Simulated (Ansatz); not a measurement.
Geometry optimisation, RKS PBE/def2-SVP (Ansatz).

Input:

```yaml
crystal:
  periodic: [false, false, false]
  atoms:
    - { symbol: Ge, position_ang: [-0.184675, 0.075519, 0.031637] }
    - { symbol: H, position_ang: [-0.071806, 0.059098, 1.57157] }
    - { symbol: Cl, position_ang: [1.727781, 0.328311, -0.977687] }
    - { symbol: O, position_ang: [-1.205125, 1.48602, -0.341189] }
    - { symbol: H, position_ang: [-1.382661, 1.563072, -1.298511] }
    - { symbol: Cl, position_ang: [-1.150742, -1.684235, -0.812289] }
    - { symbol: "N", position_ang: [1.457255, -2.170253, 1.442737] }
    - { symbol: H, position_ang: [0.763216, -2.642166, 0.85144] }
    - { symbol: H, position_ang: [2.099949, -1.670353, 0.817214] }
    - { symbol: H, position_ang: [0.946609, -1.449113, 1.991178] }
basis:
  gaussian: { orbitals: def2-SVP }
hamiltonian:
  xc: pbe
relax:
  f_tol: 0.03
  max_steps: 50
```

Command:

```bash
$ ansatz run input.yaml --threads 4 --pin off --max-ram 5120MiB --backend cpu --events-out ev --progress --plain --runs-dir out
```

Where does it end, and by what steps?

The run converged. After 5 steps the energy has fallen by 0.122 eV; H10 moved furthest, 0.55 Å.

```
step  energy less start (eV)  largest force component (eV/Å)  accepted
   0                  0.0000                           0.599       yes
   1                 -0.0822                           0.249       yes
   2                 -0.1161                           0.111       yes
   3                 -0.1183                           0.205       yes
   4                 -0.1218                           0.095       yes
   5                 -0.1222                           0.026       yes
```

```xyz
10
Properties=species:S:1:pos:R:3
Ge -0.318 0.240 -0.014
H -0.267 0.295 1.519
Cl 1.650 0.411 -0.923
O -1.321 1.618 -0.518
H -1.417 1.673 -1.488
Cl -1.205 -1.603 -0.756
N 1.636 -2.412 1.463
H 0.825 -2.720 0.911
H 2.158 -1.769 0.854
H 1.258 -1.836 2.227
```

Whether the end is a true minimum wasn't checked by a vibrational analysis.

The run took 8.3 s on 4 threads of Arm Neoverse V2 (shared host), peak memory 0.18 GiB.
